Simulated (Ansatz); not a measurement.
```xyz
24

C     2.7239    0.0000    0.0000
C     2.3590    1.3620    0.0000
C     1.3620    2.3590    0.0000
C     0.0000    2.7239    0.0000
C    -1.3620    2.3590    0.0000
C    -2.3590    1.3620    0.0000
C    -2.7239    0.0000    0.0000
C    -2.3590   -1.3620    0.0000
C    -1.3620   -2.3590    0.0000
C     0.0000   -2.7239    0.0000
C     1.3620   -2.3590    0.0000
C     2.3590   -1.3620    0.0000
H     3.8089    0.0000    0.0000
H     3.2986    1.9045    0.0000
H     1.9045    3.2986    0.0000
H     0.0000    3.8089    0.0000
H    -1.9045    3.2986    0.0000
H    -3.2986    1.9045    0.0000
H    -3.8089    0.0000    0.0000
H    -3.2986   -1.9045    0.0000
H    -1.9045   -3.2986    0.0000
H     0.0000   -3.8089    0.0000
H     1.9045   -3.2986    0.0000
H     3.2986   -1.9045    0.0000
```

Basis set: def2-SVP. Charge 0. Computed with Ansatz (development build ahead of 0.2.0); the lowest solution found for each multiplicity.

(1) How do the multiplicities compare at this shape? Give, from the lowest of each method, PBE0 (restricted) for 1, 3; PBE0 (unrestricted) for 1, 3; HF (unrestricted) for 1, 3; HF (restricted) for 1, 3.

Results:

(1)

```
            method  multiplicity  E (eV)  <S²>
  PBE0, restricted             1   0.290  0.00
  PBE0, restricted             3   0.000  2.00
PBE0, unrestricted             1   0.000  1.20
PBE0, unrestricted             3   0.387  2.00
  HF, unrestricted             1   0.000  2.23
  HF, unrestricted             3   2.217  2.83
    HF, restricted             1   0.000  0.00
    HF, restricted             3   0.001  2.00
```

Caution for PBE0, restricted, HF, restricted: an unrestricted determinant lies well below. Caution for PBE0, unrestricted, HF, unrestricted: the unrestricted determinant is a mixture of spin states.
